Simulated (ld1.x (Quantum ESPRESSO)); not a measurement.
**Co (Z = 27): variants of one PAW potential**

Base potential:

ld1.x (Quantum ESPRESSO) 7.5 input, shortened:

```
&input
   title='Co', zed=27., rel=0, dft='PBESOL', iswitch=3,
   config='[Ar] 3d6 4s0 4p0'
 /
 &inputp
   pseudotype=3, lpaw=.true., tm=.true., lloc=-1, rcloc=0.95,
   nlcc=.true., new_core_ps=.true., rcore=1.00,
   which_augfun='BESSEL', rmatch_augfun=0.95
 /
6
3S  1  0   2.00   0.00  1.30  1.35  0.0
4S  2  0   0.00   0.00  1.30  1.35  0.0
3P  2  1   6.00   0.00  1.10  1.20  0.0
4P  3  1   0.00   0.00  1.10  1.20  0.0
3D  3  2   6.00   0.00  0.95  1.15  0.0
3D  3  2   0.00   1.15  0.95  1.15  0.0
 &test
   configts(1)='3s2 3p6 3d6 4s0 4p0'
 /
```

All-electron outer shells of the reference configuration (PBEsol, non-relativistic, ld1.x):

```tsv
shell	level (eV)	outermost node (bohr)	outermost maximum (bohr)
2p	-805.27	–	0.17
3s	-137.84	0.32	0.67
3p	-102.99	0.29	0.68
3d	-45.41	–	0.65
4s	-31.75	0.95	1.97
4p	-24.43	1.01	2.23
```

Cutoffs, loose and tight: the cutoffs (Ry, on a coarse ladder) from which the occupation-weighted sum of valence levels, in a spherical-Bessel basis at the reference potential, stays within 10 and 1 mRy of its value at 400 Ry. They do not see the model core or the augmentation charge, which bear on the density cutoff. Test errors are all-electron minus pseudo excitation energies from the reference, over the configurations 3s2 3p6 3d7 4s2 4p0; 3s2 3p6 3d7 4s1 4p0; 3s2 3p6 3d7 4s0 4p0; 3s2 3p6 3d7.5 4s1.5 4p0; 3s2 3p6 3d5 4s0 4p0; 3s2 3p6 3d7 4s1 4p1; 3s2 3p6 3d7 4s0 4p2. A dash means not determined; rows that change the core or the reference have their own tests.

Cutoffs are not given where the Bessel-basis levels miss the radial ones by over 6 mRy, ghosts where they miss by over 20 mRy; a channel whose overlap is not positive is not tested.

A file whose overlap is not positive is unfit for use, and its test errors describe a broken file.

| change | outcome | cutoff, loose | cutoff, tight | bound ghosts | largest test error (meV) |
| --- | --- | --- | --- | --- | --- |
| base | generated, overlap not positive | – | – | not determined (overlap not positive) | +6.2 |
| wave 3d channel at 1.15 Ry: rcut 0.95, rcutus 1.15 bohr becomes 3d channel at 0.09 Ry: rcut 0.95, rcutus 1.15 bohr | generated, overlap not positive | – | – | not determined (overlap not positive) | +6.6 |
| reference 3s2 3p6 3d7 4s2 4p0 | generated, overlap not positive | – | – | not determined (overlap not positive) | +8.2 |
| waves 3p (bound): rcut 1.10, rcutus 1.50 bohr; 4p (bound): rcut 1.10, rcutus 1.50 bohr | generated, overlap not positive | – | – | not determined (overlap not positive) | test run stopped at test 1 of 7 (negative rho) |
| scalar-relativistic | generated, overlap not positive | – | – | not determined (overlap not positive) | +4.7 |
| local potential all-electron potential smoothed inside 0.88 bohr (lloc = -1) | generated, overlap not positive | – | – | not determined (overlap not positive) | +5.8 |
| core correction Bessel-smoothed model core inside 0.44 bohr | generated, overlap not positive | – | – | not determined (overlap not positive) | +7.0 |
| functional LDA (PZ) | generated, overlap not positive | – | – | not determined (overlap not positive) | +6.6 |

**Question.** What comes out with this change to the base: type TM; waves now 3s (bound): rc 1.35 bohr; 3p (bound): rc 1.20 bohr; 3d (bound): rc 1.15 bohr; local potential all-electron potential smoothed inside 0.90 bohr (lloc = -1)?

**Answer.** outcome: generated; cutoff, loose: 180 Ry; cutoff, tight: 260 Ry; bound ghosts: none; largest test error (meV): +1046.
